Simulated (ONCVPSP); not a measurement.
# Varying the ONCV potential for cobalt (Co)

Base potential:

cobalt, optimised norm-conserving Vanderbilt (ONCV), made with ONCVPSP 4.0.1 (LDA (Perdew-Wang 92), scalar-relativistic). Core [Ar], reference 3d8 4s1. Waves: 4s: rc 2.65 bohr, ncon 5, nbas 9, qcut 2.1 1/bohr, 2 projectors, debl 1.7 Ha; p scattering state at 0.34 Ha: rc 2.10 bohr, ncon 4, nbas 7, qcut 4.7 1/bohr, 1 projector; 3d: rc 0.85 bohr, ncon 4, nbas 8, qcut 13.4 1/bohr, 2 projectors, debl 2.6 Ha. Local part: polynomial inside 0.70 bohr (lpopt 3, dvloc0 1 Ha). Core correction: polynomial model core, fcfact 0.25.

Cutoffs, loose and tight: the cutoffs (Ha) at which the residual kinetic energy of the hardest occupied pseudo-wave falls to 1 and 0.1 mHa per electron. They do not see the model core or the augmentation charge, which bear on the density cutoff. Test errors are all-electron minus pseudo excitation energies from the reference, over the configurations 3d7 4s2; 3d7 4s1; 3d7 4s0; 3d7.5 4s1.5. A dash means not determined; rows that change the core or the reference have their own tests.

A true bound ghost makes a file unfit for plane-wave use even where its test errors are small: the radial tests pick states by their node count and pass the ghost by.

```
      change    outcome  cutoff, loose  cutoff, tight  bound ghosts  GHOST(+) flags above zero  largest test error (meV)
        base  generated         118 Ha         312 Ha          s, p                       none                       -79
 d: debl 0.2  generated         118 Ha         312 Ha          s, p                          d                       -80
d: debl 0.25  generated         118 Ha         312 Ha          s, p                          d                       -80
 d: debl 0.4  generated         118 Ha         312 Ha          s, p                          d                       -80
d: debl 0.55  generated         118 Ha         312 Ha          s, p                       none                       -80
d: debl 0.75  generated         118 Ha         312 Ha          s, p                       none                       -80
d: debl 1.25  generated         118 Ha         312 Ha          s, p                       none                       -80
d: debl 1.75  generated         118 Ha         312 Ha          s, p                       none                       -80
d: debl 2.15  generated         118 Ha         312 Ha          s, p                       none                       -80
d: debl 3.25  generated         118 Ha         312 Ha          s, p                       none                       -79
 d: debl 5.3  generated         118 Ha         312 Ha          s, p                       none                       -79
```

Reading the sweep of the debl of the d channel (base included, trends over the rows without a ghost): Bound ghosts are found at 0.2, 0.25, 0.4, 0.55, 0.75, 1.25, 1.75, 2.15, 2.6, 3.25, 5.3 Ha. Every judged row has one, so this setting neither creates nor removes them.
